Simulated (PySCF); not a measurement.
C₂H₇O, SMILES CC[OH2+], charge +1. Coordinates come from a B3LYP-D3(BJ)/def2-TZVP optimisation. The isomer is the one that the SMILES or the coordinates give; other isomers of the formula were not compared.

Computed equilibrium geometry at B3LYP-D3(BJ)/def2-TZVP (PySCF confirms it by a frequency run) as bond lengths and angles, and its point group:
point group Cs.
Atoms: C1 C2 O3 H4 H5 H6 H7 H8 H9 H10. Bond lengths (Å): C1–C2 1.494, C1–H4 1.094, C1–H5 1.091, C1–H6 1.091, C2–O3 1.564, C2–H7 1.086, C2–H8 1.086, O3–H9 0.976, O3–H10 0.976. Angles (°): C2–C1–H4 106.9, C2–C1–H5 112.4, C2–C1–H6 112.4, H4–C1–H5 107.3, H4–C1–H6 107.3, H5–C1–H6 110.2, C1–C2–O3 111.1, C1–C2–H7 115.4, C1–C2–H8 115.4, O3–C2–H7 101.2, O3–C2–H8 101.2, H7–C2–H8 110.5, C2–O3–H9 113.5, C2–O3–H10 113.5, H9–O3–H10 109.5.
Charge +1, spin multiplicity 1.
